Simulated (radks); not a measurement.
Spherical quantum dot in the effective-mass picture: electrons in a parabolic well V = omega^2 r^2 / 2 with omega = 0.537, all in effective atomic units (hartree* = m*/eps^2 hartree, bohr* = eps/m* bohr), one dielectric constant everywhere. Calculated with a radial shooting solver with Libxc functionals: non-relativistic Kohn-Sham, PBE, spin-polarised, spherical densities. Levels are named by radial order and angular momentum (1s, 1p, 1d, 2s, ...), and open shells are averaged over m.

N = 2, configuration 1s2. This is the lowest configuration that the search found. Occupied and some empty levels:

level,occupation,eigenvalue (hartree*),<r> (bohr*)
1s,2,1.5224,1.684
1p,0,1.9754,2.171
1d,0,2.4576,2.565
2s,0,2.5062,2.388

Energy (hartree*): total 2.14076, kinetic 0.68308, external 0.95335, Hartree 1.0674, exchange-correlation -0.56310.

Electron density:

r (bohr*),n(r) (e/bohr*^3)
0.164,0.09711
0.347,0.09386
0.530,0.08847
0.712,0.08126
0.895,0.07263
1.08,0.06307
1.26,0.05312
1.44,0.04335
1.63,0.03416
1.81,0.02596
1.99,0.01901
2.17,0.01344
2.36,0.009139
2.54,0.005997
2.72,0.003800
2.90,0.002332
3.09,0.001378
3.27,0.0007851
3.45,0.0004308
3.64,0.0002284
